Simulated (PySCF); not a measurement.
Here is a computed GFN2-xTB geometry (Å):
```
C 
O   1  1.4366
C   2  1.3342  1  115.73
F   3  1.3578  2  112.74  1   -54.52
F   3  1.3706  2  111.68  1    61.86
C   3  1.5403  2  109.37  1  -178.17
F   6  1.3493  3  110.25  2  -178.56
Cl  6  1.7675  3  109.05  2    60.90
H   1  1.0909  2  110.34  3    62.68
H   1  1.0911  2  110.42  3   -59.27
H   1  1.0857  2  104.89  3  -178.37
H   6  1.0960  3  109.67  2   -59.06
```
Z-matrix in Å and degrees, rows numbered from 1.

Charge 0, singlet.

(1) Which heavy atoms are bonded, and with what formal order?

(2) Write the SMILES.

(3) Name the point group.

(4) Classify the heavy atoms.

(5) What is the arrangement about O2?

(6) What is the arrangement about C1?

Results:

(1) C1–O2 (single); O2–C3 (single); C3–F4 (single); C3–F5 (single); C3–C6 (single); C6–F7 (single); C6–Cl8 (single). Hydrogens: H9, H10, H11 on C1; H12 on C6.

(2) `COC(F)(F)[C@H](F)Cl`, C3H4ClF3O, HC(Cl)(F)CF2OMe. Among its features: ether, C–F bond and C–Cl bond.

(3) C1 (no symmetry element, even within 0.4 Å).

(4) C1: methoxy carbon; O2: ether oxygen; C3: CF2 carbon; F4: fluorine of a CF2 group; F5: fluorine of a CF2 group; C6: sp3 C–F carbon; F7: alkyl fluorine; Cl8: chlorine on a fluorinated carbon.

(5) It has 2 neighbours (C1, C3) and is bent (angle 115.7°).

(6) It has 4 neighbours (O2, H9, H10, H11) and is distorted tetrahedral (angles from 104.9° to 110.5°).
